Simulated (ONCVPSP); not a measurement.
**Varying the ONCV potential for carbon (C)**

Base potential:

carbon, optimised norm-conserving Vanderbilt (ONCV), made with ONCVPSP 4.0.1 (PBE, scalar-relativistic). Core [He], reference 2s2 2p2. Waves: 2s: rc 1.10 bohr, ncon 3, nbas 7, qcut 6.6 1/bohr, 2 projectors, debl 0.3 Ha; 2p: rc 3.20 bohr, ncon 3, nbas 6, qcut 5.1 1/bohr, 3 projectors, debl 2 Ha; d scattering state at 0.13 Ha: rc 3.30 bohr, ncon 4, nbas 9, qcut 2.6 1/bohr, 2 projectors, debl 0.3 Ha. Local part: polynomial inside 1.05 bohr (lpopt 5, dvloc0 6 Ha). Core correction: Teter function, fcfact 3.25, rcfact 1.45.

In the s channel the program set the typed energies aside and used -0.505, 0.250 Ha.

All-electron outer shells of the reference configuration (PBE, scalar-relativistic, ld1.x):

```json
{"shell": "1s", "level (eV)": "-273.38", "outermost node (bohr)": "–", "outermost maximum (bohr)": "0.17"}
{"shell": "2s", "level (eV)": "-13.75", "outermost node (bohr)": "0.38", "outermost maximum (bohr)": "1.22"}
{"shell": "2p", "level (eV)": "-5.29", "outermost node (bohr)": "–", "outermost maximum (bohr)": "1.20"}
```

Cutoffs, loose and tight: the cutoffs (Ha) at which the residual kinetic energy of the hardest occupied pseudo-wave falls to 1 and 0.1 mHa per electron. They do not see the model core or the augmentation charge, which bear on the density cutoff. Test errors are all-electron minus pseudo excitation energies from the reference, over the configurations 2s2 2p1; 2s2 2p0; 2s1 2p0; 2s0 2p4. A dash means not determined; rows that change the core or the reference have their own tests.

```tsv
change	outcome	cutoff, loose	cutoff, tight	bound ghosts	GHOST(+) flags above zero	largest test error (meV)
base	generated, projector energies reset by the program	18 Ha	34 Ha	none	none	+2776
non-relativistic	generated, projector energies reset by the program	18 Ha	34 Ha	none	none	+2776
local potential polynomial inside 1.05 bohr (lpopt 5, dvloc0 8.5 Ha)	generated, projector energies reset by the program	18 Ha	34 Ha	none	none	+2776
core correction Teter function, fcfact 1.5, rcfact 1.45	generated, projector energies reset by the program	18 Ha	34 Ha	none	none	+2718
d: rc 4.9	generated, projector energies reset by the program	18 Ha	34 Ha	none	d	+2776
p: nbas 7	generated, projector energies reset by the program	18 Ha	34 Ha	none	none	+2514
d: qcut 2.9	generated, projector energies reset by the program	18 Ha	34 Ha	none	none	+2776
```

(1) What comes out with this change to the base: s: qcut 9.3; p: qcut 7.2; d: qcut 3.7?

Answers

(1) outcome: generated, projector energies reset by the program; cutoff, loose: 23 Ha; cutoff, tight: 30 Ha; bound ghosts: none; GHOST(+) flags above zero: none; largest test error (meV): +2411.
